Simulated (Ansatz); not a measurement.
Start from `C#[C][SnH2][CH3]` and change one atom or group to get `C#[C][SnH]([CH3])[Cl]`.

Ansatz, PBE0-D4/def2-TZVP geometries, multiplicity 1. 

Elements past krypton have def2 core potentials.

```json
{"property": "HOMO energy (PBE/def2-TZVPP) / eV", "`C#[C][SnH2][CH3]`": "-6.70"}
{"property": "HOMO–LUMO gap (B3LYP/def2-TZVPP) / eV", "`C#[C][SnH2][CH3]`": "7.41"}
{"property": "LUMO energy (PBE/def2-TZVPP) / eV", "`C#[C][SnH2][CH3]`": "-0.79"}
{"property": "size of the dipole moment (PBE/def2-TZVPP) / D", "`C#[C][SnH2][CH3]`": "1.00"}
{"property": "LUMO energy (PBE0/def2-TZVPP) / eV", "`C#[C][SnH2][CH3]`": "0.02"}
{"property": "size of the dipole moment (B3LYP/def2-TZVPP) / D", "`C#[C][SnH2][CH3]`": "0.99"}
```

(1) Give the same properties after the change, and the shifts. (Best estimate.)

Answers

(1) The calculation gave: 
```
                                        property  `C#[C][SnH]([CH3])[Cl]`  shift
               HOMO energy (PBE/def2-TZVPP) / eV                    -6.99  -0.29
           HOMO–LUMO gap (B3LYP/def2-TZVPP) / eV                     6.97  -0.44
               LUMO energy (PBE/def2-TZVPP) / eV                    -1.63  -0.84
  size of the dipole moment (PBE/def2-TZVPP) / D                     2.76   1.76
              LUMO energy (PBE0/def2-TZVPP) / eV                    -0.76  -0.78
size of the dipole moment (B3LYP/def2-TZVPP) / D                     2.84   1.85
```

With PBE0 the HOMO falls by 0.34 eV and the LUMO falls by 0.78 eV, so the gap narrows by about 0.44 eV. PBE moves the HOMO by -0.29 eV and ωB97M-V by -0.32 eV. Dipoles are sizes alone; their direction can turn.

B3LYP here is the variant with VWN-RPA as its local correlation; programs differ in this.
